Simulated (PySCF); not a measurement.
# `O=[S@@]1CC[S@](=O)OC1`, C$_{3}$H$_{6}$O$_{3}$S$_{2}$

Molfile (atoms numbered from 1):
```
C3H6O3S2
     RDKit          3D

 14 14  0  0  0  0  0  0  0  0999 V2000
    1.6685   -2.0123   -0.7844 O   0  0  0  0  0  0  0  0  0  0  0  0
    0.8418   -1.3978    0.2497 S   0  0  0  0  0  4  0  0  0  0  0  0
   -0.6991   -0.7953   -0.6073 C   0  0  0  0  0  0  0  0  0  0  0  0
   -1.5072    0.0499    0.3433 C   0  0  0  0  0  0  0  0  0  0  0  0
   -0.6662    1.7044    0.5516 S   0  0  0  0  0  4  0  0  0  0  0  0
   -0.3059    2.0737   -0.7986 O   0  0  0  0  0  0  0  0  0  0  0  0
    0.7102    1.0821    1.2908 O   0  0  0  0  0  0  0  0  0  0  0  0
    1.5335    0.3300    0.4655 C   0  0  0  0  0  0  0  0  0  0  0  0
   -0.3999   -0.2216   -1.4866 H   0  0  0  0  0  0  0  0  0  0  0  0
   -1.2350   -1.6874   -0.9329 H   0  0  0  0  0  0  0  0  0  0  0  0
   -2.5031    0.2559   -0.0474 H   0  0  0  0  0  0  0  0  0  0  0  0
   -1.5851   -0.3990    1.3315 H   0  0  0  0  0  0  0  0  0  0  0  0
    2.5149    0.2400    0.9335 H   0  0  0  0  0  0  0  0  0  0  0  0
    1.6319    0.7769   -0.5309 H   0  0  0  0  0  0  0  0  0  0  0  0
  1  2  2  0
  2  3  1  6
  3  4  1  0
  4  5  1  0
  5  6  2  0
  5  7  1  1
  7  8  1  0
  8  2  1  0
  3  9  1  0
  3 10  1  0
  4 11  1  0
  4 12  1  0
  8 13  1  0
  8 14  1  0
M  END
```

Method: GIAO BHandHLYP/pcSseg-1 magnetisability, rotational g tensor and spin-rotation constants, non-relativistic, gas phase in PySCF. Geometry: GFN2-xTB.

Q: How diamagnetic is it, and how anisotropic?

A: Isotropic -1244 × 10⁻³⁰ J/T², or -74.9 × 10⁻⁶ cm³/mol; principal values -1320, -1298, -1113 × 10⁻³⁰ J/T², anisotropy 197 × 10⁻³⁰ J/T² (root of half the summed squared differences of the principal values). The susceptibility is in cgs units.

Q: Split it along the inertial axes a, b, c into diamagnetic and paramagnetic parts about the centre of mass, with the quadrupole moment.

A: 
| axis | χ (10⁻⁶ cm³/mol) | diamagnetic (10⁻⁶ cm³/mol) | paramagnetic (10⁻⁶ cm³/mol) | summed x² of all electrons (Å²) | quadrupole Θ (D Å) |
| --- | --- | --- | --- | --- | --- |
| a | -77.5 | -521.2 | 443.8 | 209.5 | -14.57 |
| b | -78.2 | -1080.1 | 1001.9 | 77.8 | +15.84 |
| c | -69.1 | -1219.0 | 1149.9 | 45.1 | -1.27 |

Anisotropies 2χaa − χbb − χcc = -7.7 and 2χbb − χaa − χcc = -9.8 × 10⁻⁶ cm³/mol. Θ is traceless in Buckingham's convention.

Q: And the rotational g tensor?

A: 
```csv
axis,rotational constant (GHz),g,nuclear part,electronic part
a,2.9844,-0.0395,0.5827,-0.6222
b,1.1472,-0.0245,0.5155,-0.5400
c,1.0180,-0.0213,0.5287,-0.5499
```
Asymmetric top; isotopes 12C, 1H, 16O, 32S; no vibrational averaging.
